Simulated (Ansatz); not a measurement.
A structure relaxed at PBE-D4/def2-SVP in Ansatz, charge 0, singlet:

```xyz
24

Al   -0.449    2.896   -0.959
Al   -2.184   -0.971    1.953
Al    2.704   -0.093    1.489
Al   -0.068   -1.835   -2.477
Sb    1.818    2.259    0.422
Sb    0.417   -0.855    2.771
Sb   -0.419    0.856   -2.772
Sb   -1.817   -2.260   -0.425
H    -0.203    4.273   -1.738
H    -1.674    2.597    0.028
H    -2.986   -1.945    2.940
H    -2.608    0.529    1.587
H     3.819    0.238    2.588
H     2.887   -1.100    0.257
H     1.399   -2.027   -1.865
H    -0.628   -2.567   -3.787
H     1.930    3.432    1.670
H     3.136    2.865   -0.495
H     0.384    0.000    4.258
H     0.779   -2.382    3.466
H    -1.841    1.064   -3.710
H     0.670    1.321   -4.014
H    -3.379   -2.364   -1.128
H    -1.686   -3.931   -0.059
```

Task: Give its formula and point group.

Result: Al4Sb4H16, a cluster cut from zinc blende AlSb (hydrogen-capped). Point group D2d (tolerance 0.1 Å).

Task: Summarise the bond lengths by kind (pairs closer than 1.2 times the sum of covalent radii, bridged metal pairs left out).

Result: 8 × Al–Sb 2.73 Å; 8 × H–Sb 1.72 Å; 8 × Al–H 1.60 Å.

In the def2 sets Sb takes a core potential; there is no spin–orbit coupling.
